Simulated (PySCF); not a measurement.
HAlCl$_{2}$, singlet, at a GFN2-xTB geometry (such geometries of metal compounds can be far from the true shape). Base run: LC-WPBE/6-31G, TDA (PySCF).

The PySCF input:
```python
from pyscf import gto, scf, dft, tdscf

mol = gto.Mole()
mol.atom = '''
    Al   -0.41006117   -0.46267239    0.16435124
    H    -1.38536588   -1.56310960    0.55525033
    Cl    1.44447255   -0.50908263    0.97140246
    Cl   -1.04940425    0.95483855   -1.12974460
'''
mol.basis = '6-31g'
mol.verbose = 3
mol.build()

mf = dft.RKS(mol)
mf.xc = 'lc_wpbe'
mf.kernel()
td = mf.TDA()
td.nstates = 5
td.kernel()
td.analyze()
```

Variants of this job, named by their change:

| change | first excitation (eV) | oscillator strength of the first | second (eV) | core-seconds (rough) |
|---|---|---|---|---|
| base | 6.67 | 0.022 | 7.22 | 10 |
| basis = cc-pVDZ | 6.99 | 0.026 | 7.58 | 20 |
| response = full linear response | 6.66 | 0.019 | 7.22 | 20 |
| basis = aug-cc-pVDZ | 6.92 | 0.025 | 7.54 | 50 |
| nstates = 10 | 6.67 | 0.022 | 7.22 | 10 |
| functional = blyp | 5.66 | 0.010 | 5.77 | 5 |
| basis = 6-31+G* | 6.99 | 0.028 | 7.60 | 30 |
| functional = pbe0 | (withheld) | (withheld) | (withheld) | 6 |
| basis = 6-31G* | (withheld) | (withheld) | (withheld) | 20 |
| functional = camb3lyp | (withheld) | (withheld) | (withheld) | 10 |
| states = triplets | 6.25 | - | 7.10 | 10 |

Task: Fill in the missing entries.

Result: 
- functional = pbe0, first excitation (eV): 6.16
- functional = pbe0, oscillator strength of the first: 0.015
- functional = pbe0, second (eV): 6.45
- basis = 6-31G*, first excitation (eV): 7.04
- basis = 6-31G*, oscillator strength of the first: 0.027
- basis = 6-31G*, second (eV): 7.61
- functional = camb3lyp, first excitation (eV): 6.35
- functional = camb3lyp, oscillator strength of the first: 0.017
- functional = camb3lyp, second (eV): 6.70

An iterative solver can miss low states, so a row lists the states that it found.
